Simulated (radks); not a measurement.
Values are calculated unless marked as measured or tabulated.
Isoelectronic series with 25 electrons, all held in the configuration [Ar] 3d5 4s2, which need not be the ground one along the series. Code: a radial shooting solver on a logarithmic mesh with Libxc functionals. Model: non-relativistic Kohn-Sham, PBEsol, spin-polarised, spherical densities, point nucleus; open shells are filled with parallel spins first (spin-orbit coupling, left out, can overturn this in heavy ions). Total energies (hartree) and orbital eigenvalues (eV) (* marks an orbital that is empty in some or all of the ions):

ion,E (hartree),3d down*,4s down,4s up
Mn,-1149.64430,-4.0032,-4.4189,-5.4494
Zn5+,-1767.09643,-116.1551,-70.3873,-71.9654
Br10+,-2524.81140,-313.5036,-184.0221,-186.1574
Zr15+,-3422.17887,-589.3654,-341.8339,-344.5210
Rh20+,-4459.00555,-942.2360,-542.9790,-546.2114
Sn25+,-5635.20378,-1371.513,-787.1133,-790.8860
Cs30+,-6950.7270,-1876.896,-1074.065,-1078.374
Nd35+,-8405.5480,-2458.218,-1403.736,-1408.580
Tb40+,-9999.6497,-3115.378,-1776.070,-1781.446
Yb45+,-11733.0209,-3848.308,-2191.027,-2196.934
Re50+,-13605.6537,-4656.965,-2648.582,-2655.020
Hg55+,-15617.5427,-5541.318,-3148.717,-3155.684

3d down drops below 4s down between Mn and Zn5+.
